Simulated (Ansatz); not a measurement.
Molecule: BO (charge +1, singlet). 
Coordinates optimised at B3LYP-D3(BJ)/def2-TZVP (Ansatz, a program for electronic structure):
```
B
O 1 1.1884
```
Charge +1, spin multiplicity 1.

Basis-set convergence of Hartree-Fock and CCSD correlation energies (hartree) with Ansatz. Cores are frozen in the correlated levels unless marked. Spin-orbit coupling is left out. No relativistic terms.

The T1 diagnostic of CCSD in the largest basis is 0.047, which is high, so the coupled-cluster rows are less sure than usual.

| basis | functions | E(HF) | E(corr, CCSD) |
|---|---|---|---|
| aug-cc-pVDZ | 46 | -99.04089 | -0.26487 |
| aug-cc-pVTZ | 92 | -99.06774 | -0.31131 |
| aug-cc-pVQZ | 160 | -99.07500 | -0.32814 |

Extrapolating the two largest sets (X = 3 and 4) as X^-3: E(corr) = (64·(-0.32814) - 27·(-0.31131))/37 = -0.3404 Eh, an estimate of the basis-set limit. The largest set recovers 96.4 % of it, the smallest 77.8 %.
